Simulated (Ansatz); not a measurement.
Computed with Ansatz (a first-principles code) with frozen-core CCSD(T)/def2-TZVPP // B3LYP-D3(BJ)/def2-TZVP.

Ansatz 0.2 input:
```yaml
crystal:
  periodic: [false, false, false]
  atoms:
    - { symbol: C, position_ang: [-1.304126, 0.075285, 0.088123] }
    - { symbol: C, position_ang: [0.066455, -0.050131, -0.586118] }
    - { symbol: Si, position_ang: [1.524624, 0.381476, 0.533996] }
    - { symbol: H, position_ang: [-1.372576, -0.56637, 0.969081] }
    - { symbol: H, position_ang: [-2.109227, -0.210504, -0.591944] }
    - { symbol: H, position_ang: [-1.493436, 1.099646, 0.414343] }
    - { symbol: H, position_ang: [0.222716, -1.07752, -0.936425] }
    - { symbol: H, position_ang: [0.11432, 0.583097, -1.476131] }
    - { symbol: H, position_ang: [1.527078, -0.463651, 1.759895] }
    - { symbol: H, position_ang: [2.82417, 0.22867, -0.174818] }
basis:
  gaussian: { orbitals: def2-TZVPP }
correlation:
  method: ccsd_t
magnetization:
  spin_polarized: true
  initial_magnetization: 1
```

Output:

```
Functional definition: HF
1144 factors; integrals over basis functions are off by at most 1.0e-3 eV
mean field evaluation 1: about -10031.1281 eV, gradient 2.1e1 eV
mean field evaluation 2: about -10031.1303 eV, gradient 2.1e1 eV
mean field evaluation 4: about -10033.9412 eV, gradient 2.6e0 eV
mean field evaluation 8: about -10034.0172 eV, gradient 1.4e-3 eV
mean field evaluation 16: about -10034.0153 eV, gradient 2.2e-1 eV
mean field -10034.01716171 eV, -368.7433293917 hartree, gradient 7.1e-6 eV, S^2 0.754305; 0 other end points of the search recorded, 0 dependent functions left out
7 core orbitals not correlated
reference -10034.01716171 eV, -368.7433293917 hartree; 10, 9 occupied and 185, 186 virtual orbitals, 1144 factors
second order -12.65811984 eV of doubles, -0.00000000 eV of singles
cycle   1  -13.47839154 eV  change   -8.2e-1 eV  update   7.6e-2
cycle   2  -13.86621086 eV  change   -3.9e-1 eV  update   2.5e-2
cycle   3  -13.91143087 eV  change   -4.5e-2 eV  update   9.1e-3
cycle   4  -13.90883589 eV  change    2.6e-3 eV  update   3.3e-3
cycle   5  -13.90840411 eV  change    4.3e-4 eV  update   1.2e-3
cycle   6  -13.90825176 eV  change    1.5e-4 eV  update   4.6e-4
cycle   7  -13.90830719 eV  change   -5.5e-5 eV  update   1.6e-4
cycle   8  -13.90835007 eV  change   -4.3e-5 eV  update   5.7e-5
cycle   9  -13.90834964 eV  change    4.3e-7 eV  update   2.1e-5
perturbative correction -0.50684406 eV, -0.0186261755 hartree
Total energy: -10048.43235540 eV, -369.2730779890 hartree
```

Cost: around 4 core-minutes (rough).
